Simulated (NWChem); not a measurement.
sulfuric acid (H2SO4); SMILES O=S(=O)(O)O

```xyz
7

O      0.8222    -0.9346     0.8542
S      0.0000     0.0000    -0.1635
O     -0.9833    -0.8088    -0.8298
O      0.9833     0.8088    -0.8298
O     -0.8222     0.9346     0.8542
H      0.2538    -1.6773     1.1126
H     -0.2538     1.6773     1.1126
```
Atoms are numbered in this order, from 1.

Program: NWChem. Pople sets run with spherical d functions. All runs use the structure optimised with PBE0/def2-SVP.

Order these runs by computing time, cheapest first, and give rough ratios: B3LYP/def2-TZVPD; B3LYP/STO-3G; B3LYP/6-31G*.

B3LYP/STO-3G (1), B3LYP/6-31G* (4), B3LYP/def2-TZVPD (30). Ratios are rough, from one shared machine; the cheapest took very roughly 2.2 core-seconds. What differs between the cheapest and the dearest: highest occupied level (eV) -3.93 → -9.48; orbital gap (eV) 8.71 → 8.46; dipole (D) 2.00 → 3.05.
